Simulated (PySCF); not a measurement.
## Excitation energy of Zn⁺ by level of theory

Zn⁺ [Ar] 3d10 4s1 (2S) → Zn⁺ [Ar] 3d9 4s1 4p1 (high-spin determinant), as a difference of total energies. Calculation: PySCF 2.14, in ANO-RCC-VTZP (6s5p3d2f1g, 59 functions); the spin-free X2C one-electron Hamiltonian (Gaussian nucleus). Correlated levels: valence: [Ar] frozen. The calculations carry no spin-orbit coupling.

```csv
method,excitation energy (eV)
UHF,10.684
MP2 (valence),13.564
SCS-MP2 (valence),13.311
CCSD (valence),12.837
CCSD(T) (valence),12.976
```

**Question.** How much does correlation contribute at CCSD(T) (valence)?

**Answer.** 12.976 − (10.684) = 2.292 eV, measured against UHF.

A first-order spin-orbit estimate (lowest level to lowest level, LS coupling) adds -0.102 eV.

The basis was made for the ground configuration and has no added diffuse functions, so the excitation energy can come out too high.

The determinant of the upper state mixes LS terms, which raises its energy above the lowest term, most at the Hartree-Fock and MP2 levels.
